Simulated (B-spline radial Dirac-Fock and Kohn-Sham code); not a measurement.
## Binding energies of Fe¹⁶⁺

System: iron as Fe¹⁶⁺, configuration [He] 2s2 2p6; nuclear rms radius 3.7377 fm (A = 56).

Method: Dirac-Fock ΔSCF + Breit + QED. Computed with a radial B-spline solver. Electron correlation is not included. Energies are counted from the vacuum level.

All terms are in eV, carry their sign (relaxation lowers the binding energy) and add up to the binding energy; ⟨r⟩ is the mean radius of the orbital in the initial state.

```
  subshell  −ε (Koopmans)  relaxation  Gaunt  retardation  self-energy  vacuum polarisation  binding energy  ⟨r⟩ (bohr)
    K (1s)         7727.3      -20.02  -8.22         0.48        -3.95                 0.34          7695.9       0.058
   L1 (2s)         1397.8       -2.17  -0.62         0.02        -0.41                 0.03          1394.6       0.261
L2 (2p1/2)         1277.1       -3.15  -1.12         0.12         0.05                 0.00               ?       0.229
L3 (2p3/2)         1264.0       -3.04  -0.78         0.13         0.02                 0.00          1260.3       0.231
```

Q: Which binding energy belongs in the row of L2 (2p1/2)?

A: 1273.1 eV, the sum of the terms in that row (to rounding).

For the deepest level, K (1s), the Breit terms make up -0.100 % of the binding energy, QED -0.047 % and orbital relaxation -0.260 %.

Going to the tabulated ground configuration of the next ion removes an electron from L3 (2p3/2), computed at 1260.3 eV. NIST lists 1262.7 ± 0.7 eV as the ionisation energy of this species (semi-empirical), +2.35 eV from the computed value.
